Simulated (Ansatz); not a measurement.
Consider the ligand exchange at the Si–O bond: `[SiH3][O][In]([Cl])[O][SiH3]` + `CCSS` → `CCSS[SiH3]` + `[OH][In]([Cl])[O][SiH3]`.

Calculated with Ansatz (gas phase, PBE0-D4/def2-TZVP geometries, no zero-point term in ΔE). CBS: MP2 limit from def2 TZ/QZ plus the TZ coupled-cluster correction, frozen cores. Functionals use def2-TZVPP. B3LYP here is the variant with VWN-RPA as its local correlation; programs differ in this. def2 core potentials past Kr. For In outer-core shells are correlated without core-valence functions, which leaves a few kJ/mol of doubt a bond. One conformer a species, not always the lowest.

`[SiH3][O][In]([Cl])[O][SiH3]`:

```xyz
12

Si    2.482   -0.191   -1.300
O     1.009   -0.085   -0.593
In    0.331    0.176    1.223
Cl    1.732    0.429    3.018
O    -1.606    0.212    1.442
Si   -2.887    0.067    0.431
H     3.214   -1.402   -0.834
H     2.288   -0.276   -2.770
H     3.317    1.002   -0.986
H    -2.882   -1.256   -0.255
H    -2.871    1.130   -0.612
H    -4.127    0.194    1.237
```

`CCSS`:

Z-matrix (Å, degrees):
```
C
C 1 1.511
H 1 1.093 2 110.5
H 1 1.092 2 111.1 3 120.4
H 1 1.092 2 110.6 3 -119.2
S 2 1.813 1 114.4 3 -178.3
H 2 1.095 1 111.4 3 -62.0
H 2 1.092 1 111.8 3 58.3
S 6 2.037 2 103.4 1 -68.0
H 9 1.348 6 99.6 2 89.2
```

`CCSS[SiH3]`:

Z-matrix (Å, degrees):
```
C
C 1 1.512
H 1 1.092 2 110.7
H 1 1.093 2 110.3 3 -119.4
H 1 1.091 2 111.1 3 120.3
S 2 1.811 1 114.3 3 -61.6
H 2 1.095 1 111.4 3 -177.8
H 2 1.092 1 111.9 3 62.0
S 6 2.061 2 102.5 1 65.7
Si 9 2.140 6 95.8 2 91.1
H 10 1.483 9 110.4 6 62.6
H 10 1.487 9 106.9 6 -177.5
H 10 1.485 9 110.0 6 -58.5
```

`[OH][In]([Cl])[O][SiH3]`:

Cartesian coordinates in Å:
```
O -1.464 0.209 -2.061
In -0.036 1.228 -1.179
Cl 0.758 3.209 -1.998
O 0.753 0.520 0.479
Si 0.483 -0.819 1.373
H -1.667 -0.597 -1.576
H -0.593 -1.658 0.758
H 1.717 -1.644 1.457
H 0.049 -0.448 2.746
```

CCSD(T)/CBS gives +41.7 kJ/mol.

Q: Another level gave +41.5 kJ/mol. Which?
A. CAM-B3LYP/def2-TZVPP
B. PBE0-D4/def2-TZVPP
C. r2SCAN0/def2-TZVPP
D. B3LYP/def2-TZVPP

A: C. r2SCAN0 41.5, B3LYP 47.7, PBE0-D4 30.9, CAM-B3LYP 52.7 kJ/mol.

Largest T1 diagnostic among the species: 0.015.

From PBE to PBE0 (25 % exact exchange), in def2-TZVPP and without D4, ΔE moves by +7.5 kJ/mol. In def2-TZVPP, CCSD(T) changes the Hartree–Fock value by −26.4 kJ/mol (the triples alone add −5.3 kJ/mol) and MP2 by −30.0 kJ/mol.
